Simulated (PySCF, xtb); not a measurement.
ClH₆NSi₂, SMILES N[SiH2][SiH2]Cl.

GFN2-xTB (xtb) at its own geometry gives an orbital gap of 4.18 eV and a dipole moment of 1.48 D.

Coordinates come from a B3LYP-D3(BJ)/def2-SVP optimisation. The structure was generated by enumeration, and PubChem lists no compound with its InChIKey, so it may never have been made. The values are those of a single conformer.

Question: What does PBE/def2-TZVP in PySCF give? (Estimate from the structure and the level; the computed values follow.)

Answer: gap 4.38 eV (levels -5.93 and -1.55 eV), dipole 1.46 D.
